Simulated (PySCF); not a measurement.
Job for PySCF: R-BP86/6-31G* on CH2O (SMILES C=O).

```python
from pyscf import gto, scf, dft, mp
from pyscf.data.elements import chemcore

mol = gto.M(
    atom='''
    C     0.37920482    0.31950315    2.99992789
    O    -0.23304750   -0.70857267    3.11466937
    H    -0.12128173    1.30480597    3.01425526
    H     1.47788272    0.33747794    2.88108987
    ''',
    basis='6-31g*',
    cart=True,
    charge=0, spin=0, verbose=3, max_memory=1800)
mf = dft.RKS(mol, xc='b88,p86')
mf.conv_tol = 1e-8
mf.max_cycle = 100
mf.kernel()
if not mf.converged:
    mf = mf.newton().run(mf.mo_coeff, mf.mo_occ)
```

Program output:

```
converged SCF energy = -114.499003331821
```

Self-consistency was reached.

Cost: around 0.8 core-seconds (rough).
